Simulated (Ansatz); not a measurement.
A further run on `CN(C)c1ccc(-c2ccc(-c3ccc(-c4ccc(C#N)cc4)cc3)cc2)cc1`.

```yaml
crystal:
  periodic: [false, false, false]
  atoms:
    - {symbol: C, position_ang: [-8.642378, -0.798714, 0.941760]}
    - {symbol: N, position_ang: [-7.919636, -0.079406, -0.082656]}
    - {symbol: C, position_ang: [-8.636034, 0.588839, -1.145632]}
    - {symbol: C, position_ang: [-6.542510, -0.062564, -0.067851]}
    - {symbol: C, position_ang: [-5.801020, 0.638723, -1.052413]}
    - {symbol: C, position_ang: [-4.410875, 0.647352, -1.029503]}
    - {symbol: C, position_ang: [-3.674103, -0.025855, -0.035889]}
    - {symbol: C, position_ang: [-2.199694, -0.008694, -0.020201]}
    - {symbol: C, position_ang: [-1.477621, -0.056303, 1.189699]}
    - {symbol: C, position_ang: [-0.085831, -0.041183, 1.204725]}
    - {symbol: C, position_ang: [0.656785, 0.019622, 0.009647]}
    - {symbol: C, position_ang: [2.133306, 0.031894, 0.024781]}
    - {symbol: C, position_ang: [2.848451, 0.671709, 1.056655]}
    - {symbol: C, position_ang: [4.240239, 0.685942, 1.069464]}
    - {symbol: C, position_ang: [4.984124, 0.053357, 0.054554]}
    - {symbol: C, position_ang: [6.460704, 0.063468, 0.070450]}
    - {symbol: C, position_ang: [7.199322, -1.038047, -0.409489]}
    - {symbol: C, position_ang: [8.589766, -1.035662, -0.396881]}
    - {symbol: C, position_ang: [9.288772, 0.082136, 0.101257]}
    - {symbol: C, position_ang: [10.717883, 0.091654, 0.116579]}
    - {symbol: N, position_ang: [11.883963, 0.099900, 0.127771]}
    - {symbol: C, position_ang: [8.564438, 1.190402, 0.584262]}
    - {symbol: C, position_ang: [7.174122, 1.174333, 0.566774]}
    - {symbol: C, position_ang: [4.271189, -0.590061, -0.975611]}
    - {symbol: C, position_ang: [2.879397, -0.596490, -0.992089]}
    - {symbol: C, position_ang: [-0.061831, 0.066875, -1.200648]}
    - {symbol: C, position_ang: [-1.453612, 0.054432, -1.214751]}
    - {symbol: C, position_ang: [-4.415478, -0.718490, 0.940900]}
    - {symbol: C, position_ang: [-5.805513, -0.746147, 0.932373]}
    - {symbol: H, position_ang: [-9.720609, -0.668949, 0.784736]}
    - {symbol: H, position_ang: [-8.425050, -1.884463, 0.925190]}
    - {symbol: H, position_ang: [-8.401469, -0.425363, 1.954691]}
    - {symbol: H, position_ang: [-9.714198, 0.442034, -1.004793]}
    - {symbol: H, position_ang: [-8.441816, 1.678227, -1.157611]}
    - {symbol: H, position_ang: [-8.366252, 0.190336, -2.142056]}
    - {symbol: H, position_ang: [-6.313790, 1.196043, -1.837720]}
    - {symbol: H, position_ang: [-3.881003, 1.225219, -1.792743]}
    - {symbol: H, position_ang: [-2.021165, -0.087019, 2.138268]}
    - {symbol: H, position_ang: [0.439267, -0.097091, 2.162819]}
    - {symbol: H, position_ang: [2.300289, 1.184456, 1.852138]}
    - {symbol: H, position_ang: [4.762298, 1.178710, 1.894931]}
    - {symbol: H, position_ang: [6.670572, -1.923781, -0.772575]}
    - {symbol: H, position_ang: [9.148245, -1.901288, -0.762363]}
    - {symbol: H, position_ang: [9.103557, 2.063257, 0.961595]}
    - {symbol: H, position_ang: [6.626008, 2.052839, 0.918289]}
    - {symbol: H, position_ang: [4.817723, -1.075031, -1.789779]}
    - {symbol: H, position_ang: [2.356011, -1.116965, -1.799126]}
    - {symbol: H, position_ang: [0.482060, 0.133518, -2.147504]}
    - {symbol: H, position_ang: [-1.977637, 0.074181, -2.174520]}
    - {symbol: H, position_ang: [-3.887963, -1.283347, 1.715398]}
    - {symbol: H, position_ang: [-6.321407, -1.318527, 1.704720]}
basis:
  gaussian: {orbitals: pcseg-2, fitting: {mean_field: def2-universal-jkfit}}
hamiltonian: {xc: {name: r2SCANh}}
scf: {omitted_lower_state_checks: [starts]}
output: {forces: true}
```

```sh
$ ansatz run in.yaml --threads 2 --pin off --events-out ev --progress --plain --max-ram 31744MiB --backend cuda --devices 0, --max-vram 18GiB
```

Shortened log:

```
Functional definition: r2SCANh
2575 factors; integrals over basis functions are off by at most 1.0e0 eV
mean field evaluation 1: about -31289.3560 eV, gradient 1.3e2 eV
mean field evaluation 2: about -31279.6751 eV, gradient 1.4e2 eV
mean field evaluation 4: about -31327.3398 eV, gradient 2.1e1 eV
mean field evaluation 8: about -31328.3318 eV, gradient 4.9e-1 eV
mean field evaluation 16: about -31328.3462 eV, gradient 2.0e-3 eV
mean field -31328.34615634 eV, -1151.2954861299 hartree, gradient 2.6e-5 eV, S^2 0.000000; 0 other end points of the search recorded, 0 dependent functions left out
reference -31328.34619098 eV, -1151.2954874029 hartree; 99, 99 occupied and 1079, 1079 virtual orbitals, 2575 factors
Total energy: -31328.34619098 eV, -1151.2954874029 hartree
Atom 0 force    -0.171994    -0.139361     0.192583 eV/Å
Atom 1 force     0.175271     0.008846     0.000468 eV/Å
Atom 2 force    -0.169122     0.121842    -0.193690 eV/Å
Atom 3 force     0.207160    -0.003776     0.000974 eV/Å
Atom 4 force     0.049490    -0.029131     0.052288 eV/Å
Atom 5 force    -0.024437    -0.038971     0.101300 eV/Å
Atom 6 force    -0.301287    -0.005720    -0.003022 eV/Å
Atom 7 force     0.282461     0.001327     0.002273 eV/Å
Atom 8 force     0.036182     0.018906    -0.083306 eV/Å
Atom 9 force    -0.032022    -0.009508    -0.093241 eV/Å
Atom 10 force    -0.286263    -0.003516    -0.003993 eV/Å
Atom 11 force     0.286206     0.003393     0.002526 eV/Å
Atom 12 force     0.035033    -0.034761    -0.084017 eV/Å
Atom 13 force    -0.031057    -0.061970    -0.070080 eV/Å
Atom 14 force    -0.290666    -0.003922    -0.001241 eV/Å
Atom 15 force     0.290503     0.001040     0.006922 eV/Å
Atom 16 force     0.038930     0.069925     0.049835 eV/Å
Atom 17 force    -0.005720     0.102156     0.046551 eV/Å
Atom 18 force    -0.318580    -0.003460    -0.000995 eV/Å
Atom 19 force     1.195673     0.010175     0.006445 eV/Å
Atom 20 force    -1.540305    -0.011767    -0.012366 eV/Å
Atom 21 force    -0.002878    -0.101824    -0.047003 eV/Å
Atom 22 force     0.040894    -0.069460    -0.053539 eV/Å
Atom 23 force    -0.033638     0.063891     0.067541 eV/Å
Atom 24 force     0.035524     0.034378     0.084947 eV/Å
Atom 25 force    -0.033377     0.009970     0.092881 eV/Å
Atom 26 force     0.034998    -0.018736     0.084570 eV/Å
Atom 27 force    -0.021007     0.041519    -0.100447 eV/Å
Atom 28 force     0.050267     0.031119    -0.051353 eV/Å
Atom 29 force     0.409664    -0.032197     0.035624 eV/Å
Atom 30 force    -0.063332     0.409779    -0.022513 eV/Å
Atom 31 force    -0.073223    -0.113937    -0.390744 eV/Å
Atom 32 force     0.406282     0.039585    -0.031200 eV/Å
Atom 33 force    -0.055350    -0.406049     0.033099 eV/Å
Atom 34 force    -0.084450     0.122539     0.380339 eV/Å
Atom 35 force     0.185854    -0.227671     0.314647 eV/Å
Atom 36 force    -0.211690    -0.227770     0.302499 eV/Å
Atom 37 force     0.216222     0.016816    -0.372912 eV/Å
Atom 38 force    -0.208619     0.018066    -0.376731 eV/Å
Atom 39 force     0.219982    -0.203254    -0.318532 eV/Å
Atom 40 force    -0.205845    -0.199120    -0.328332 eV/Å
Atom 41 force     0.216425     0.365662     0.152753 eV/Å
Atom 42 force    -0.219788     0.357711     0.151183 eV/Å
Atom 43 force    -0.213696    -0.361778    -0.155667 eV/Å
Atom 44 force     0.222892    -0.360640    -0.147092 eV/Å
Atom 45 force    -0.215632     0.196711     0.323601 eV/Å
Atom 46 force     0.208744     0.204994     0.324420 eV/Å
Atom 47 force    -0.216644    -0.023265     0.371958 eV/Å
Atom 48 force     0.208356    -0.011964     0.377461 eV/Å
Atom 49 force    -0.211076     0.220632    -0.307214 eV/Å
Atom 50 force     0.188686     0.232548    -0.310461 eV/Å
Dipole moment:    -2.099738    -0.023877    -0.025197 e Å
Checks for a lower state left out: starts
```

Run time 13 s (2 threads of AMD EPYC 7R13 on a shared host and a share (18 GiB) of an NVIDIA H100 80GB HBM3), peak host memory 1.7 GiB.
